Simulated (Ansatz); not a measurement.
Gas-phase reaction in SMILES: [SiH3]N[SiH2]O[SiH3] + 4 [H][H] (H2) → N (NH3) + O (H2O) + 3 [SiH4] (SiH4)
Each molecule is optimised on its own at B3LYP-D3(BJ)/def2-TZVP (Ansatz, a quantum-chemistry and plane-wave program), one conformer each, not searched for the lowest.

Property: energy of full hydrogenation (electronic energy difference), in eV. Valence correlation only, unless marked. No spin-orbit coupling. No relativistic terms. Basis-set limits of correlation are two-point, X^-3; Hartree-Fock from the larger set.

CCSD(T)/CBS(cc-pV(T+d)Z,cc-pV(Q+d)Z) (Ansatz) gives 2.45 eV.

Problem. Another calculation gave 2.03 eV. Which level was it?
A. CAM-B3LYP/def2-TZVPD (Ansatz)
B. revPBE/def2-TZVPD (Ansatz)
C. B3LYP/def2-TZVPD (Ansatz)
D. wB97M-V/def2-TZVPD (Ansatz)

Solution. C, B3LYP/def2-TZVPD (Ansatz). The others give 2.31 (wB97M-V), 2.14 (CAM-B3LYP), 1.73 (revPBE) eV.
